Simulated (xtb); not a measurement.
xtb input (GFN1-xTB):

```bash
xtb mol.xyz --gfn 1 --sp --chrg -1 --uhf 0
```
mol.xyz:
```
7

C      1.89547106     0.30304783     0.42458521
Ge     0.12137401     0.00597858     0.00875223
F     -0.82115425     1.46908112    -0.31330828
F     -0.57721983    -0.96569543    -1.32853259
F     -0.82837426    -0.74543078     1.29953252
H      2.39434230     0.81198924    -0.40330921
H      2.38959798    -0.64318486     0.65650182
```

End of the output:

```
         :::::::::::::::::::::::::::::::::::::::::::::::::::::
         ::                     SUMMARY                     ::
         :::::::::::::::::::::::::::::::::::::::::::::::::::::
         :: total energy             -20.554221650838 Eh    ::
         :: gradient norm              0.016050257743 Eh/a0 ::
         :: HOMO-LUMO gap              5.118678481188 eV    ::
         ::.................................................::
         :: SCC energy               -20.609825273754 Eh    ::
         :: -> electrostatic           0.204952993571 Eh    ::
         :: repulsion energy           0.057205744108 Eh    ::
         :: dispersion energy         -0.001602121192 Eh    ::
         :: halogen bond corr.         0.000000000000 Eh    ::
         :: add. restraining           0.000000000000 Eh    ::
         :: total charge              -1.000000000000 e     ::
         :::::::::::::::::::::::::::::::::::::::::::::::::::::

           -------------------------------------------------
          |                Property Printout                |
           -------------------------------------------------

    * Orbital Energies and Occupations

         #    Occupation            Energy/Eh            Energy/eV
      -------------------------------------------------------------
         1        2.0000           -0.5874616             -15.9856
       ...           ...                  ...                  ...
         4        2.0000           -0.4058014             -11.0424
         5        2.0000           -0.3686048             -10.0302
         6        2.0000           -0.3229983              -8.7892
         7        2.0000           -0.3188952              -8.6776
         8        2.0000           -0.3145994              -8.5607
         9        2.0000           -0.3059824              -8.3262
        10        2.0000           -0.2995963              -8.1524
        11        2.0000           -0.2979690              -8.1081
        12        2.0000           -0.2926690              -7.9639
        13        2.0000           -0.2881318              -7.8405
        14        2.0000           -0.2874932              -7.8231
        15        2.0000           -0.2598565              -7.0711
        16        2.0000           -0.1776423              -4.8339 (HOMO)
Note: The following floating-point exceptions are signalling: IEEE_DENORMAL
normal termination of xtb
        17                          0.0104657               0.2848 (LUMO)
        18                          0.0489151               1.3310
        19                          0.0695440               1.8924
        20                          0.0887642               2.4154
        21                          0.0895720               2.4374
        22                          0.1093882               2.9766
        23                          0.1543526               4.2001
        24                          0.1551791               4.2226
        25                          0.2049580               5.5772
        26                          0.2442329               6.6459
        27                          0.4778837              13.0039
       ...                                ...                  ...
        29                          0.5828318              15.8597
      -------------------------------------------------------------
                  HL-Gap            0.1881080 Eh            5.1187 eV
             Fermi-level           -0.0835883 Eh           -2.2746 eV

  Mulliken/CM5 charges         n(s)   n(p)   n(d)
     1C    -0.40969 -0.48963   1.107  3.303  0.000
     2Ge    0.59689  0.59297   1.240  1.494  0.669
     3F    -0.39004 -0.39830   1.846  5.544  0.000
     4F    -0.40728 -0.41491   1.850  5.557  0.000
     5F    -0.39004 -0.39830   1.846  5.544  0.000
     6H     0.00007  0.05409   1.000  0.000  0.000
     7H     0.00007  0.05409   1.000  0.000  0.000

Wiberg/Mayer (AO) data.
largest (>0.10) Wiberg bond orders for each atom

 ---------------------------------------------------------------------------
     #   Z sym  total        # sym  WBO       # sym  WBO       # sym  WBO
 ---------------------------------------------------------------------------
     1   6 C    3.544 --     2 Ge   1.447     7 H    0.949     6 H    0.949
     2  32 Ge   4.234 --     1 C    1.447     3 F    0.917     5 F    0.917
                             4 F    0.854
     3   9 F    1.045 --     2 Ge   0.917
     4   9 F    1.023 --     2 Ge   0.854
     5   9 F    1.045 --     2 Ge   0.917
     6   1 H    1.009 --     1 C    0.949
     7   1 H    1.009 --     1 C    0.949
 ---------------------------------------------------------------------------

Topologies differ in total number of bonds
Writing topology from bond orders to xtbtopo.mol

 dipole moment from electron density (au)
     X       Y       Z
  -0.1462  -0.3838  -0.5276  total (Debye):    1.700

           -------------------------------------------------
          | TOTAL ENERGY              -20.554221650838 Eh   |
          | GRADIENT NORM               0.016050257743 Eh/α |
          | HOMO-LUMO GAP               5.118678481188 eV   |
           -------------------------------------------------

------------------------------------------------------------------------
------------------------------------------------------------------------
 total:
 SCF:
```

It need not be the lowest isomer of its formula. Whether it binds its extra electron was not tested at this geometry.
